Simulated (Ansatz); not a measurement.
BClH₆NSi₂, SMILES `BN([SiH2])[SiH2]Cl` radical, relaxed with UKS PBE-D4/def2-SVP in Ansatz 0.2.0 from a rough embedded geometry. The force threshold is 0.03 eV/Å; the program also tests the step.

Charge 0, multiplicity 2.

Start:

```xyz
11

B    -1.086    0.529   -0.975
N    -0.035   -0.416   -0.431
Si   -0.787   -1.232    0.947
Si    1.295    0.618    0.247
Cl    2.392    1.441   -1.381
H    -1.553    1.416   -0.402
H    -1.384    0.437   -2.155
H     0.135   -2.093    1.627
H    -2.014   -2.005    0.491
H     0.803    1.616    1.091
H     2.235   -0.312    0.941
```

(1) By how much does the energy fall, and how many steps does the optimiser take? (An estimate is asked.)

(2) Which bonds change most? (An estimate is asked.)

(3) Give the relaxed structure. (Estimate.)

## Answers

(1) Ansatz gave: 137.24 kJ/mol, in 24 steps.

(2) Computed: Si4–H10 from 1.397 to 1.494 Å; B1–N2 from 1.514 to 1.427 Å; Si3–H8 from 1.433 to 1.509 Å; B1–H6 from 1.154 to 1.218 Å.

(3) Ansatz gave: 
```xyz
11

B    -1.370    0.785   -0.568
N    -0.338    0.025    0.059
Si   -0.654   -1.675    0.535
Si    1.245    0.758    0.387
Cl    2.660   -0.022   -0.924
H    -1.158    1.937   -0.902
H    -2.458    0.268   -0.760
H     0.682   -2.338    0.763
H    -1.434   -2.364   -0.554
H     1.151    2.235    0.186
H     1.675    0.391    1.776
```
